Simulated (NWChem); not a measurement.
Species: SiHBr2F; SMILES Br[SiH](Br)F

```xyz
5

Si     0.7255     0.4393     0.0000
F      2.0690    -0.4345     0.0000
Br    -0.4306    -0.0453     1.8272
Br    -0.4306    -0.0453    -1.8272
H      1.0786     1.8684     0.0000
```
Atoms are numbered in this order, from 1.

Level: B3LYP/6-31G* (spherical d) (NWChem), optimised geometry, unscaled harmonic frequencies. This build's default masses of Se (78.918 u) and Br (79.917 u) are each other's, which moves their modes by up to 0.6 %.

Question: List the harmonic frequencies with IR intensities, and the thermochemistry.

Answer: 
```tsv
frequency (cm⁻¹)	IR intensity (km/mol)
117	0.7
203	3.7
248	6.9
403	40.0
487	150.4
788	257.5
834	43.2
936	175.0
2338	86.1
```

```json
{
 "zero_point_energy": "9.1 kcal/mol",
 "thermal correction to the enthalpy at 298.15 K (with zero-point energy)": "13.0 kcal/mol",
 "heat capacity Cv": "16.0 cal/(mol K)",
 "entropy at 298.15 K and 1 atm (symmetry number 1)": "80.2 cal/(mol K)",
 "dipole_moment": "1.13 D"
}
```

Rigid rotor and harmonic oscillator.
